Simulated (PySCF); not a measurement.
Ionisation energy of Ne²⁺ by level of theory

Ne²⁺ [He] 2s2 2p4 (3P) → Ne³⁺ [He] 2s2 2p3 (4S), as a difference of total energies. Computed with PySCF 2.14 in aug-cc-pCVTZ-DK with one added diffuse shell each of s, p, d, f type (8s7p5d3f, 75 functions), with scalar relativity by spin-free X2C-1e. Correlated levels: valence and next inner shell: nothing frozen. The calculations carry no spin-orbit coupling.

```csv
method,ionisation energy (eV)
UHF,61.805
MP2 (valence and next inner shell),63.064
SCS-MP2 (valence and next inner shell),63.161
CCSD (valence and next inner shell),63.095
CCSD(T) (valence and next inner shell),63.115
```

A first-order spin-orbit estimate (lowest level to lowest level, LS coupling) adds 0.037 eV.

Errors of the correlated levels include the incompleteness of this basis.

Which method comes closest to the reference value, and which is furthest?

The reference is 63.423 eV (measured; NIST Atomic Spectra Database, ionization energies). Closest: SCS-MP2 (valence and next inner shell) (error -0.225 eV); furthest: UHF (error -1.581 eV), both after the spin-orbit estimate.
